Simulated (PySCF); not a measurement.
Cards and structures have been mixed up. Pair them.

Structures:
1. `OCCc1ccccc1`
2. `C#C[Si]1(NC)CC1`
3. `C/C=C/C(C#N)=C\CC`
4. `Fc1cc(F)cc(F)c1`

Card P (geometry PBE0-D3(BJ)/def2-SVP):
* Rotational constants A, B, C: 1.929, 0.963, 0.671 GHz
* Static isotropic polarisability (wB97X-D/def2-SVPD): 110.3 au
* Strongest line among the 10 lowest singlet transitions (TDDFT wB97X-D/def2-SVPD): S1 at 5.31 eV (234 nm, f = 0.690)
* HOMO energy (wB97X-D/def2-SVPD): -8.59 eV
* Lowest triplet excitation (Tamm–Dancoff) (TDA wB97X-D/def2-SVPD): 3.02 eV

Card Q (geometry PBE0-D3(BJ)/def2-SVP):
* Rotational constants A, B, C: 2.297, 1.995, 1.228 GHz
* Static isotropic polarisability (wB97X-D/def2-SVPD): 92.3 au
* HOMO energy (wB97X-D/def2-SVPD): -8.35 eV
* Dipole moment (wB97X-D/def2-SVPD): 1.30 D
* Point group: C1
* Lowest triplet excitation (Tamm–Dancoff) (TDA wB97X-D/def2-SVPD): 4.60 eV
* 13C chemical shifts (computed TMS as zero) by class (GIAO KT3/pcSseg-1): 90.3 (1 C), 76.0 (1 C), 35.5 (1 C), 4.6 (2 C) ppm

Card R (geometry PBE0-D3(BJ)/def2-TZVP):
- Rotational constants A, B, C: 1.775, 1.774, 0.887 GHz
- HOMO energy (B97-2/pcSseg-2): -7.47 eV
- Isotropic shieldings of nuclei other than C and H, by class (GIAO B97-2/pcSseg-2): 284 (3 F) ppm
- Dipole moment (B97-2/pcSseg-2): 0.00 D

Card S (geometry PBE0-D3(BJ)/def2-SVP):
- Rotational constants A, B, C: 4.428, 0.853, 0.764 GHz
- Static isotropic polarisability (wB97X-D/def2-SVPD): 97.5 au
- Vertical ionisation energy (ΔSCF wB97X-D/def2-SVPD): 8.93 eV
- Lowest singlet excitation (TDDFT wB97X-D/def2-SVPD): 5.42 eV (229 nm, f = 0.001)
- HOMO energy (wB97X-D/def2-SVPD): -8.86 eV
- Lowest triplet excitation (Tamm–Dancoff) (TDA wB97X-D/def2-SVPD): 4.17 eV

Each SMILES stands for a single optimised conformer of the isolated species, non-relativistic unless stated; the electronic structure was computed with PySCF and density fitting. NMR classes are plain means over equivalent atoms (diastereotopic ones count apart unless rotation or inversion swaps them), as if these changed places fast.

Question: Which card belongs to which structure?

Answer: P = 3, Q = 2, R = 4, S = 1. What ties each card to its structure:
- 1 (card S), C8H10O, monoisotopic mass 122.1 u, 9 heavy atoms: an asymmetric top with C = 0.764 GHz; polarisability 97.5 au for 66 electrons.
- 2 (card Q), C5H9NSi, monoisotopic mass 111.1 u, 7 heavy atoms: 5 C in 4 classes; the least shielded carbon (90.3 ppm) is a terminal alkyne carbon; an asymmetric top with C = 1.228 GHz, the highest such constant on the cards; polarisability 92.3 au for 60 electrons, the smallest shown; dipole 1.30 D.
- 3 (card P), C8H11N, monoisotopic mass 121.1 u, 9 heavy atoms: an asymmetric top with C = 0.671 GHz, the lowest such constant on the cards; polarisability 110.3 au for 66 electrons, the largest shown.
- 4 (card R), C6H3F3, monoisotopic mass 132.0 u, 9 heavy atoms: an oblate symmetric top (constants that symmetry makes equal differ by optimisation noise) with C = 0.887 GHz; a dipole under 0.05 D.
